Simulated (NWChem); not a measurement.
System: CH6GaN; SMILES [GaH2][NH]C

```xyz
9

Ga    -0.0436    -0.8079     0.0000
H      1.0926    -1.8922     0.0000
H     -1.6021    -1.0136     0.0000
N      0.5189     0.9353     0.0000
C     -0.2863     2.1406     0.0000
H      1.5253     1.1242     0.0000
H     -0.1072     2.7795    -0.8963
H     -0.1072     2.7795     0.8963
H     -1.3638     1.8770     0.0000
```
Atoms are numbered in this order, from 1.

Structure relaxed at the PBE-D3(BJ)/def2-SVP level.

Symmetry labels are those of Cs in the frame above (b1 and b2, or b-type labels, depend on it).

### Question
List the 6 lowest vertical singlet excitations from BHandHLYP/6-31G* (spherical d), full TDDFT (NWChem).

### Answer
```tsv
state	energy (eV)	oscillator strength	symmetry	leading excitation (squared amplitude)
S1	5.53	0.152	a'	HOMO → LUMO (0.98)
S2	6.33	0.027	a"	HOMO → LUMO+1 (0.94)
S3	6.65	0.000	a"	HOMO−1 → LUMO (0.99)
S4	7.24	0.022	a"	HOMO−2 → LUMO (0.96)
S5	8.03	0.003	a"	HOMO → LUMO+3 (0.49)
S6	8.22	0.017	a"	HOMO → LUMO+4 (0.41)
```
